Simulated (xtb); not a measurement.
germyloxygermane (Ge2H6O), SMILES [GeH3][O][GeH3]. All values are semi-empirical tight-binding results from xtb (GFN2-xTB unless named), good for trends rather than for accurate numbers. Geometry: GFN2-xTB.

Optimised geometry:

Bonds (Å): Ge1–O2 1.741, Ge1–H4 1.495, Ge1–H5 1.502, Ge1–H6 1.503, O2–Ge3 1.741, Ge3–H7 1.502, Ge3–H8 1.495, Ge3–H9 1.503. Angles (°): O2–Ge1–H4 102.8, O2–Ge1–H5 107.7, O2–Ge1–H6 109.5, H4–Ge1–H5 112.7, H4–Ge1–H6 112.6, H5–Ge1–H6 111.1, Ge1–O2–Ge3 146.3, O2–Ge3–H7 107.7, O2–Ge3–H8 102.8, O2–Ge3–H9 109.5, H7–Ge3–H8 112.7, H7–Ge3–H9 111.1, H8–Ge3–H9 112.6.

For metal compounds this method's bond lengths and energies can be far off.

Task: Estimate the properties. (An estimate is asked for; the answer gives what the named calculation found.)

Result: 
The point group as xtb finds it comes out as C2 and the orbital gap is 7.02 eV. The zero-point energy comes out as 28.9 kcal/mol and the G − E(el) at 298.15 K (modified RRHO) comes out as 9.0 kcal/mol.

Task: Give the atomic charges and the Wiberg bond orders between heavy atoms. (An estimate is asked for; the answer gives what the named calculation found.)

Result: charges (e) Ge1 0.22, O2 -0.40, Ge3 0.22, H4 0.00, H5 -0.01, H6 -0.01, H7 -0.01, H8 0.00, H9 -0.01. Bond orders Ge1–O2 1.08, O2–Ge3 1.08.
